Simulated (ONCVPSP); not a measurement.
## Reading a pseudo-wave (Cd)

Columns: radius, all-electron u(r) and pseudo u(r) of the 4s shell (level -114.69 eV) of cadmium in the configuration [Ar] 3d10 4s2 4p6 4d10 5s1; revPBE, scalar-relativistic, ONCV scheme, ONCVPSP 4.0.1.

```
r (bohr)  all-electron  pseudo
   0.080        0.4434  0.1385
   0.160       -0.0749  0.2803
   0.240       -0.6491  0.4270
   0.320       -0.5975  0.5768
   0.400       -0.1662  0.7243
   0.480        0.3459  0.8611
   0.560        0.7731  0.9776
   0.640        1.0601  1.0647
   0.720        1.2101  1.1156
   0.800        1.2500  1.1278
   0.880        1.2125  1.1024
   0.960        1.1269  1.0449
   1.040        1.0159  0.9629
   1.120        0.8955  0.8655
   1.200        0.7762  0.7614
   1.280        0.6639  0.6578
   1.360        0.5622  0.5601
   1.440        0.4721  0.4716
   1.520        0.3939  0.3937
   1.600        0.3268  0.3267
   1.680        0.2699  0.2698
   1.760        0.2221  0.2220
   1.840        0.1821  0.1821
   1.920        0.1490  0.1489
   2.000        0.1216  0.1215
   2.080        0.0990  0.0990
```

Problem. How many radial nodes do the two functions have?

Solution. The all-electron 4s function has n − l − 1 = 3 (the table is too coarse to show those close to the nucleus); the pseudo-wave has 0, since the states of the same l below it are removed with the core.

Problem. At about which radius was the pseudo-wave matched?

Solution. 1.60 bohr, where the columns begin to agree (steps of 0.08 bohr).

Problem. Where does each function peak?

Solution. Outermost all-electron maximum near 0.80 bohr, pseudo maximum near 0.80 bohr (to the table’s step).

Problem. Is the pseudo-wave norm-conserving?

Solution. Yes: the ONCV scheme keeps the norm inside the radius equal to the all-electron one, which fixes the energy derivative of the logarithmic derivative at the level.
